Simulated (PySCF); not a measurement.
Input of a run (PBE0-D3(BJ)/def2-SVP geometry optimisation, gas phase, def2 core potentials past Kr (PySCF 2.14.0)), started from GFN2-xTB:
```
{"job": {"xc": "PBE0", "basis": "def2-SVP", "d3": "d3bj", "grid": 1, "maxiter": 30, "shake": 0.01, "kind": "geom"}, "charge": 0, "multiplicity": 1}
C     -1.417150     0.375470     0.596970
C     -0.633510    -0.859470     0.275410
C      0.477930    -0.522240    -0.619060
C      1.182920    -0.837940    -1.726890
P      1.663720     0.770050    -1.108080
Te     1.152930     2.846830    -2.000650
H     -1.844680     0.819010    -0.320010
H     -2.236170     0.175020     1.269800
H     -0.798920     1.157540     1.071690
H     -0.233570    -1.277960     1.216890
H     -1.265070    -1.615970    -0.190360
H      1.167760    -1.557710    -2.510330
H      2.789640     0.510490    -0.358660
```

Output (energies in Eh, forces in Eh/bohr):
```
step   0  E = -765.42782404  max force = 0.039146
step   1  E = -765.43303697  max force = 0.007960
step   2  E = -765.43342213  max force = 0.003263
step   3  E = -765.43349387  max force = 0.001930
step   4  E = -765.43353167  max force = 0.001165
step   5  E = -765.43357367  max force = 0.001110
step   6  E = -765.43361164  max force = 0.001272
step   7  E = -765.43363922  max force = 0.000806
step   8  E = -765.43364977  max force = 0.000302
optimisation converged
```

Q: Summarise the run.

A: The energy falls by 0.159 eV over 9 energy and gradient evaluations, the largest force component goes from 0.0391 to 3.0e-04 Eh/bohr, and the atoms move by 0.147 Å rms after alignment. The bond that changes most is P5–H13 (ends: phosphorus bonded to 2 C, Te and H; P–H hydrogen), which lengthens by 0.044 Å. Bonds longer at the end by more than 0.005 Å: 7 of 13; shorter: 3. Among the angles that change most is Te6–P5–H13, from 124.0° to 116.7°. Among the dihedrals that turn most is H11–C2–C3–C4, from -12° to 1°. The energy never rose by more than 1e-6 Eh on the way. The first step brought 89 % of the lowering.

Q: What are the final bond lengths?

A: C1–C2 1.527 Å, C2–C3 1.477 Å, C3=C4 1.326 Å, C4–P5 1.779 Å, P5=Te6 2.330 Å, C3–P5 1.790 Å, C1–H7 1.100 Å, C1–H8 1.099 Å, C1–H9 1.100 Å, C2–H10 1.104 Å, C2–H11 1.103 Å, C4–H12 1.092 Å, P5–H13 1.421 Å. Numbering counts from 1 in the input's order; the species is `CCC1=C[P@H]1=[Te]`.

The run used 135 basis functions and 67 SCF cycles in all. The run took 83 s of wall time on one thread of an Arm Neoverse V1, no GPU, shared host, and the process peaked at 0.54 GiB of memory.

No PBE0-D3(BJ)/def2-SVP frequencies stand behind this structure, so it isn't proved a minimum. One conformer, not necessarily the lowest.
